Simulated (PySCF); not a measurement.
BeBrHO.

```xyz
4

Be    -0.0144    -1.1597     0.0000
Br     0.0040     0.8114     0.0000
O     -0.0839    -2.5651     0.0000
H      0.5875    -3.2388     0.0000
```
Charge 0, spin multiplicity 1.

Coordinates come from a PBE0-D3(BJ)/def2-TZVP optimisation. One conformer was computed; it need not be the lowest.

All values below come from PySCF with HF/pcSseg-2. Non-relativistic, no solvent.

Q: Give the absolute GIAO shielding of each atom: isotropic value and principal components (ppm). (Estimate from the structure and the level; the computed values follow.)

A: 
| atom | σ(iso) | σ11 | σ22 | σ33 | span |
|---|---|---|---|---|---|
| Be1 | 104.5 | 73.1 | 73.8 | 166.7 | 93.6 |
| Br2 | 2946.4 | 2835.0 | 2878.3 | 3125.7 | 290.7 |
| O3 | 308.7 | 247.7 | 284.9 | 393.4 | 145.7 |
| H4 | 29.5 | 21.4 | 21.9 | 45.1 | 23.7 |
